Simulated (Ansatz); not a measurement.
Relaxation of CH$_{8}$AlBO$_{2}$Si$_{2}$ (15 atoms, charge 0, multiplicity 1), to a largest force component of 0.02 eV/Å in at most 50 steps.

All numbers below come from RKS B3LYP/STO-3G (Ansatz).

```xyz
15
Properties=species:S:1:pos:R:3
O -0.726 -0.557 2.979
Al 0.810 0.246 2.453
O 0.877 1.187 0.867
Si 1.378 0.012 -0.302
B 0.755 0.746 -2.139
C 0.010 -0.438 -1.438
Si -1.686 -0.006 -0.858
H -0.724 -1.393 2.543
H 2.123 0.077 3.395
H 2.719 -0.376 -0.419
H 0.860 1.531 -2.981
H 0.165 -1.415 -1.941
H -2.679 -0.013 -2.026
H -1.750 1.349 -0.250
H -2.155 -1.001 0.147
```

Q: Where does it end, and by what steps?

A: The run converged. Limits of this set-up: minimal basis. After 30 steps the energy has fallen by 2.492 eV; H9 moved furthest, 1.98 Å.

| step | energy less start (eV) | largest force component (eV/Å) | accepted |
| --- | --- | --- | --- |
| 0 | 0.0000 | 5.746 | yes |
| 2 | -1.8419 | 1.657 | yes |
| 4 | -2.2193 | 1.130 | yes |
| 6 | -2.3245 | 1.062 | no |
| 8 | -2.3925 | 0.158 | yes |
| 10 | -2.4022 | 0.216 | yes |
| 12 | -2.4117 | 0.197 | yes |
| 14 | -2.4343 | 0.290 | yes |
| 16 | -2.4544 | 0.602 | yes |
| 18 | -2.4764 | 0.177 | yes |
| 20 | -2.4842 | 0.055 | yes |
| 22 | -2.4849 | 0.026 | yes |
| 24 | -2.4874 | 0.155 | yes |
| 26 | -2.4898 | 0.207 | yes |
| 28 | -2.4920 | 0.052 | yes |
| 30 | -2.4924 | 0.017 | yes |

```xyz
15
Properties=species:S:1:pos:R:3
O 0.630 -1.549 2.623
Al 0.636 0.152 2.536
O 0.929 0.953 1.072
Si 1.313 0.142 -0.357
B 0.756 0.614 -2.102
C -0.165 -0.398 -1.392
Si -1.748 0.397 -0.760
H 0.811 -1.902 1.681
H 0.385 0.954 3.765
H 2.407 -0.807 -0.222
H 0.977 0.938 -3.204
H -0.408 -1.362 -1.857
H -2.823 0.170 -1.698
H -1.594 1.821 -0.571
H -2.127 -0.175 0.515
```

Whether the end is a true minimum wasn't checked by a vibrational analysis.

Time of the run: 2.9 min on 1 thread of Arm Neoverse V2 (shared host), peak memory 0.19 GiB.
